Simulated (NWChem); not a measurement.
Program: NWChem. System: ClFSi, charge 1, spin multiplicity 2, at the geometry of a parent with another charge or spin, in a state set for the comparison that need not be this species' ground state. Its SCF solution wasn't tested for a lower state. Level: UHF/6-31+G* (spherical d).

The NWChem input:

```
start mol
memory heap 200 mb stack 900 mb global 1100 mb
charge 1
geometry units angstroms nocenter noautoz
  Si    -0.797215    -0.412779     0.000000
  F      0.263051    -1.649028     0.000000
  Cl     0.517268     1.212950     0.000000
  symmetry group Cs
end
basis spherical
  * library 6-31+g*
end
scf
  uhf
  nopen 1
  maxiter 100
  thresh 1e-7
  semidirect memsize 60000000 filesize 0
  # guess.movecs holds the orbitals of an unrestricted PBE0 run
  vectors input guess.movecs output mol.movecs
end
task scf energy
```

Part of the output:

```
             Northwest Computational Chemistry Package (NWChem) 7.3.0
             --------------------------------------------------------

                                NWChem Input Module
                                -------------------

 Scaling coordinates for geometry "geometry" by  1.889725989
 (inverse scale =  0.529177249)

 Turning off AUTOSYM since
 SYMMETRY directive was detected!

                             Geometry "geometry" -> ""
                             -------------------------

 Output coordinates in angstroms (scale by  1.889725989 to convert to a.u.)

  No.       Tag          Charge          X              Y              Z
 ---- ---------------- ---------- -------------- -------------- --------------
    1 Si                  14.0000    -0.79721500    -0.41277900     0.00000000
    2 F                    9.0000     0.26305100    -1.64902800     0.00000000
    3 Cl                  17.0000     0.51726800     1.21295000     0.00000000

 Effective nuclear repulsion energy (a.u.)     129.3597934915

            Nuclear Dipole moment (a.u.)
            ----------------------------
        X                 Y               Z
 ---------------- ---------------- ----------------
     0.0000094486    -0.0000151178     0.0000000000

      Symmetry information
      --------------------

 Group name             Cs
 Group number              2
 Group order               2
 No. of unique centers     3

      Symmetry unique atoms

     1    2    3


 Summary of "ao basis" -> "" (spherical)
 ------------------------------------------------------------------------------
       Tag                 Description            Shells   Functions and Types
 ---------------- ------------------------------  ------  ---------------------
 *                          6-31+g*                   on all atoms

 Summary of "ao basis" -> "ao basis" (spherical)
 ------------------------------------------------------------------------------
       Tag                 Description            Shells   Functions and Types
 ---------------- ------------------------------  ------  ---------------------
 Si                         6-31+g*                 10       22   5s4p1d
 F                          6-31+g*                  8       18   4s3p1d
 Cl                         6-31+g*                 10       22   5s4p1d

                                 NWChem SCF Module
                                 -----------------

  ao basis        = "ao basis"
  functions       =    62
  atoms           =     3
  alpha electrons =    20
  beta  electrons =    19
  charge          =   1.00
  wavefunction    = UHF
  use symmetry    = T
  symmetry adapt  = T

 Summary of "ao basis" -> "ao basis" (spherical)
 ------------------------------------------------------------------------------
       Tag                 Description            Shells   Functions and Types
 ---------------- ------------------------------  ------  ---------------------
 Si                         6-31+g*                 10       22   5s4p1d
 F                          6-31+g*                  8       18   4s3p1d
 Cl                         6-31+g*                 10       22   5s4p1d

      Symmetry analysis of basis
      --------------------------

        a'         45
        a"         17

 Forming initial guess at       0.1s

   Symmetry analysis of molecular orbitals - initial alpha
   -------------------------------------------------------

  Numbering of irreducible representations:
[...]
                     UHF Final Beta Molecular Orbital Analysis
                     -----------------------------------------

 Vector   17  Occ=1.000000D+00  E=-8.115683D-01  Symmetry=a'
              MO Center=  1.1D-01,  5.3D-01, -1.5D-15, r^2= 2.3D+00
   Bfn.  Coefficient  Atom+Function         Bfn.  Coefficient  Atom+Function
  ----- ------------  ---------------      ----- ------------  ---------------
    48     -0.377852  3 Cl py                 6      0.350815  1 Si s
     8      0.333283  1 Si py                47     -0.285386  3 Cl px
    26     -0.249573  2 F  py                46     -0.232649  3 Cl s
    10      0.172542  1 Si s                 30     -0.171558  2 F  py

 Vector   18  Occ=1.000000D+00  E=-7.253792D-01  Symmetry=a"
              MO Center=  4.4D-01,  1.1D+00, -5.6D-15, r^2= 1.3D+00
   Bfn.  Coefficient  Atom+Function         Bfn.  Coefficient  Atom+Function
  ----- ------------  ---------------      ----- ------------  ---------------
    49      0.713613  3 Cl pz                53      0.373534  3 Cl pz
    45     -0.273806  3 Cl pz

 Vector   19  Occ=1.000000D+00  E=-7.171940D-01  Symmetry=a'
              MO Center=  4.1D-01,  1.1D+00, -2.5D-16, r^2= 1.4D+00
   Bfn.  Coefficient  Atom+Function         Bfn.  Coefficient  Atom+Function
  ----- ------------  ---------------      ----- ------------  ---------------
    48     -0.520165  3 Cl py                47      0.498154  3 Cl px
    52     -0.261711  3 Cl py                51      0.259946  3 Cl px
    44      0.196830  3 Cl py                43     -0.192351  3 Cl px

 Vector   20  Occ=0.000000D+00  E=-3.321336D-01  Symmetry=a'
              MO Center= -9.3D-01, -1.4D-01,  4.0D-15, r^2= 3.0D+00
   Bfn.  Coefficient  Atom+Function         Bfn.  Coefficient  Atom+Function
  ----- ------------  ---------------      ----- ------------  ---------------
    10      0.673631  1 Si s                  6      0.391013  1 Si s
    47      0.323340  3 Cl px                 7     -0.310286  1 Si px
    51      0.238756  3 Cl px                 2     -0.197963  1 Si s
    48      0.177473  3 Cl py                25      0.155177  2 F  px

 Vector   21  Occ=0.000000D+00  E=-2.156974D-01  Symmetry=a"
              MO Center= -8.5D-01, -3.1D-01, -1.0D-14, r^2= 3.1D+00
   Bfn.  Coefficient  Atom+Function         Bfn.  Coefficient  Atom+Function
  ----- ------------  ---------------      ----- ------------  ---------------
    13      0.608982  1 Si pz                 9      0.577040  1 Si pz
    49     -0.212049  3 Cl pz                 5     -0.205378  1 Si pz
    53     -0.183599  3 Cl pz                35     -0.152216  2 F  pz
    27     -0.151003  2 F  pz

 Vector   22  Occ=0.000000D+00  E=-1.156624D-01  Symmetry=a'
              MO Center= -1.2D+00, -7.4D-01, -1.7D-14, r^2= 6.2D+00
   Bfn.  Coefficient  Atom+Function         Bfn.  Coefficient  Atom+Function
  ----- ------------  ---------------      ----- ------------  ---------------
    12      0.947691  1 Si py                32      0.842289  2 F  s
    16      0.713636  1 Si py                54     -0.705313  3 Cl s
     8      0.349402  1 Si py                10     -0.311141  1 Si s
    11     -0.270706  1 Si px                14      0.252396  1 Si s
    55      0.250065  3 Cl px                51      0.242677  3 Cl px

 center of mass
 --------------
 x =   0.01803812 y =  -0.01064770 z =   0.00000000

 moments of inertia (a.u.)
 ------------------
         385.226250802004         -81.812881321565           0.000000000000
         -81.812881321565         101.576826401317           0.000000000000
           0.000000000000           0.000000000000         486.803077203321

  Mulliken analysis of the total density
  --------------------------------------

    Atom       Charge   Shell Charges
 -----------   ------   -------------------------------------------------------
    1 Si  14    12.73   2.00  2.00  5.97  1.06  1.05  0.33  0.10  0.00  0.01  0.19
    2 F    9     9.31   2.00  0.93  3.26  1.07  2.11 -0.13  0.05  0.02
    3 Cl  17    16.96   2.00  2.00  5.98  1.40  3.50  0.60  1.55 -0.04 -0.05  0.02

  Mulliken analysis of the alpha density
  --------------------------------------

    Atom       Charge   Shell Charges
 -----------   ------   -------------------------------------------------------
    1 Si  14     6.71   1.00  1.00  2.99  0.66  0.66  0.22  0.07 -0.00  0.01  0.10
    2 F    9     4.68   1.00  0.47  1.66  0.53  1.06 -0.07  0.02  0.01
    3 Cl  17     8.62   1.00  1.00  2.99  0.70  1.87  0.29  0.80 -0.03 -0.02  0.01

   Mulliken analysis of the beta density
   -------------------------------------

    Atom       Charge   Shell Charges
 -----------   ------   -------------------------------------------------------
    1 Si  14     6.02   1.00  1.00  2.99  0.40  0.39  0.11  0.03  0.00  0.01  0.09
    2 F    9     4.64   1.00  0.47  1.60  0.54  1.06 -0.06  0.03  0.01
    3 Cl  17     8.34   1.00  1.00  2.99  0.70  1.63  0.30  0.75 -0.02 -0.02  0.01

   Mulliken analysis of the spin density
   -------------------------------------

    Atom       Charge   Shell Charges
 -----------   ------   -------------------------------------------------------
    1 Si  14     0.69   0.00  0.00  0.00  0.26  0.27  0.11  0.04 -0.00 -0.00  0.01
    2 F    9     0.04   0.00  0.00  0.06 -0.00  0.00 -0.00 -0.01 -0.00
    3 Cl  17     0.27  -0.00 -0.00  0.00  0.01  0.24 -0.01  0.04 -0.01  0.00 -0.00

       Multipole analysis of the density wrt the origin
       ------------------------------------------------

     L   x y z        total         alpha         beta         nuclear
     -   - - -        -----         -----         ----         -------
     0   0 0 0      1.000000    -20.000000    -19.000000     40.000000

     1   1 0 0     -1.922331     -0.064225     -1.858115      0.000009
     1   0 1 0     -0.180685      0.072285     -0.252955     -0.000015
     1   0 0 1      0.000000      0.000000      0.000000      0.000000

     2   2 0 0    -15.275188    -36.607895    -28.908997     50.241704
     2   1 1 0      3.210627    -20.170847    -17.218556     40.600031
     2   1 0 1     -0.000000     -0.000000     -0.000000      0.000000
     2   0 2 0    -19.493699   -104.221514   -100.504227    185.232042
     2   0 1 1      0.000000     -0.000000      0.000000      0.000000
     2   0 0 2    -17.910988     -9.545783     -8.365205      0.000000

 Task  times  cpu:        1.3s     wall:        1.3s

 Total times  cpu:        1.3s     wall:        1.3s
```
